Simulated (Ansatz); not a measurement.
Molecular dynamics of C2H11BOSi2

input.yaml

```yaml
crystal:
  periodic: [false, false, false]
  atoms:
    - { symbol: C, position_ang: [-0.324354, -2.18428, -0.164016] }
    - { symbol: Si, position_ang: [1.332524, -1.260083, -0.464201] }
    - { symbol: C, position_ang: [1.349989, 0.519529, 0.325876] }
    - { symbol: B, position_ang: [0.128149, 1.343752, -0.178813] }
    - { symbol: O, position_ang: [0.269009, 1.998514, -1.40265] }
    - { symbol: Si, position_ang: [-1.636585, 1.471008, 0.863697] }
    - { symbol: H, position_ang: [-1.158633, -1.677594, -0.676892] }
    - { symbol: H, position_ang: [-0.258733, -3.216608, -0.546062] }
    - { symbol: H, position_ang: [-0.558998, -2.226467, 0.912594] }
    - { symbol: H, position_ang: [2.47324, -2.063169, 0.13978] }
    - { symbol: H, position_ang: [1.58934, -1.137484, -1.953865] }
    - { symbol: H, position_ang: [1.359825, 0.385897, 1.422218] }
    - { symbol: H, position_ang: [2.303686, 0.9828, 0.008578] }
    - { symbol: H, position_ang: [-0.514605, 2.488312, -1.739595] }
    - { symbol: H, position_ang: [-2.083549, 0.145822, 1.453197] }
    - { symbol: H, position_ang: [-2.784843, 1.994122, 0.00841] }
    - { symbol: H, position_ang: [-1.504463, 2.43533, 2.032144] }
basis:
  gaussian: { orbitals: "6-31G" }
hamiltonian:
  xc: pbe
  dispersion: d4
md:
  timestep: 0.5
  n_steps: 150
  ensemble: nve
  temperature: 300.0
  initial_velocities: maxwell_boltzmann
  seed: 297395
scf:
  lower_state_search: "off"
```

Command:

```bash
$ ansatz run input.yaml --threads 1 --pin off --max-ram 2048MiB --backend cpu --events-out ev --progress --plain --runs-dir out
```

It starts from a relaxed structure.

Output, in part (step lines, the closing report, with atoms numbered from 0):

```
md step     0: t =     0.00 fs  T =   300.0 K  F+E_penalty+E_count = -20715.17709780 eV  E_kin = 0.581670 eV  conserved = -20714.59542781 eV  (16 SCF iters)
[... lines left out ...]
Total energy: -20714.93304037 eV, -761.2597481476 hartree
Atom 0 at    -0.309777    -2.166022    -0.004274 Å, force     0.426391    -0.547339     0.184927 eV/Å
Atom 1 at     1.320413    -1.292764    -0.467425 Å, force     0.584738    -0.175608    -0.389625 eV/Å
Atom 2 at     1.433129     0.519742     0.219126 Å, force    -1.440216    -0.611879     0.060850 eV/Å
Atom 3 at     0.131548     1.270245    -0.246510 Å, force     0.028242     0.253419     1.104801 eV/Å
Atom 4 at     0.275783     2.145611    -1.296896 Å, force     0.047998     0.371339    -0.704773 eV/Å
Atom 5 at    -1.681657     1.440114     0.796933 Å, force     1.233714     0.026896     0.148604 eV/Å
Atom 6 at    -1.138670    -1.858875    -0.620988 Å, force    -0.677578     0.550055    -0.315055 eV/Å
Atom 7 at    -0.224611    -3.253548    -0.178400 Å, force     0.180594    -0.002812     0.208643 eV/Å
Atom 8 at    -0.528063    -1.982592     1.058957 Å, force    -0.166141    -0.068983     0.009127 eV/Å
Atom 9 at     2.477230    -2.124480     0.086905 Å, force    -0.070861     0.098857    -0.006412 eV/Å
Atom 10 at     1.525224    -1.256248    -1.994884 Å, force    -0.126415     0.003060     0.331739 eV/Å
Atom 11 at     1.504528     0.451339     1.317842 Å, force     0.051355     0.011576     0.001115 eV/Å
Atom 12 at     2.307082     0.983147    -0.209657 Å, force     0.740575     0.396684    -0.251612 eV/Å
Atom 13 at    -0.539377     2.659475    -1.481652 Å, force    -0.017006     0.159841    -0.345600 eV/Å
Atom 14 at    -2.469825     0.203472     0.890741 Å, force    -0.597668    -0.634899    -0.052928 eV/Å
Atom 15 at    -2.542996     2.600660     0.332211 Å, force    -0.021281    -0.007715    -0.041840 eV/Å
Atom 16 at    -1.223362     1.693421     2.225469 Å, force    -0.176441     0.177508     0.058037 eV/Å
Dipole moment:    -0.228297     0.052813    -0.024101 e Å
```

The steps, from the saved trajectory:

| time (fs) | T (K) | potential energy less start (eV) | conserved less start (meV/atom) |
| --- | --- | --- | --- |
| 0.0 | 300 | 0.000 | 0.00 |
| 2.5 | 203 | 0.189 | 0.13 |
| 5.0 | 166 | 0.262 | 0.09 |
| 7.5 | 141 | 0.311 | 0.11 |
| 10.0 | 149 | 0.293 | 0.05 |
| 12.5 | 97 | 0.397 | 0.14 |
| 15.0 | 145 | 0.302 | 0.08 |
| 17.5 | 169 | 0.254 | 0.05 |
| 20.0 | 122 | 0.348 | 0.14 |
| 22.5 | 159 | 0.276 | 0.08 |
| 25.0 | 160 | 0.273 | 0.10 |
| 27.5 | 154 | 0.284 | 0.06 |
| 30.0 | 117 | 0.357 | 0.16 |
| 32.5 | 206 | 0.183 | 0.02 |
| 35.0 | 149 | 0.295 | 0.13 |
| 37.5 | 152 | 0.289 | 0.09 |
| 40.0 | 154 | 0.285 | 0.11 |
| 42.5 | 166 | 0.260 | 0.04 |
| 45.0 | 104 | 0.382 | 0.14 |
| 47.5 | 143 | 0.306 | 0.09 |
| 50.0 | 178 | 0.238 | 0.06 |
| 52.5 | 147 | 0.299 | 0.13 |
| 55.0 | 181 | 0.232 | 0.08 |
| 57.5 | 187 | 0.221 | 0.09 |
| 60.0 | 163 | 0.267 | 0.07 |
| 62.5 | 106 | 0.378 | 0.15 |
| 65.0 | 161 | 0.269 | 0.04 |
| 67.5 | 123 | 0.345 | 0.13 |
| 70.0 | 134 | 0.323 | 0.09 |
| 72.5 | 147 | 0.298 | 0.11 |
| 75.0 | 175 | 0.244 | 0.05 |

All steps were run. The conserved energy stayed within 0.16 meV per atom of its start (net change 0.047 meV per atom), so the integration is sound. The temperature averaged 0.50 of the 300 K drawn at the start: a run that starts near a minimum puts about half its kinetic energy into the potential. A run of 0.075 ps of so small a system gives no equilibrium averages. Limits of this set-up: no polarisation functions.

The same pairs are bonded in the first frame and the last. Pairs count as bonded within 1.25 times the sum of covalent radii (0.12 Å more for H–H).

Last frame:

```xyz
17
Properties=species:S:1:pos:R:3
C -0.310 -2.166 -0.004
Si 1.320 -1.293 -0.467
C 1.433 0.520 0.219
B 0.132 1.270 -0.246
O 0.276 2.146 -1.297
Si -1.682 1.440 0.797
H -1.139 -1.859 -0.621
H -0.225 -3.253 -0.178
H -0.528 -1.983 1.059
H 2.477 -2.124 0.087
H 1.525 -1.256 -1.995
H 1.504 0.451 1.318
H 2.307 0.983 -0.210
H -0.539 2.659 -1.482
H -2.470 0.203 0.891
H -2.543 2.601 0.332
H -1.223 1.693 2.225
```

Time of the run: 12 min on 1 thread of Arm Neoverse V1 (shared host), peak memory 0.27 GiB.
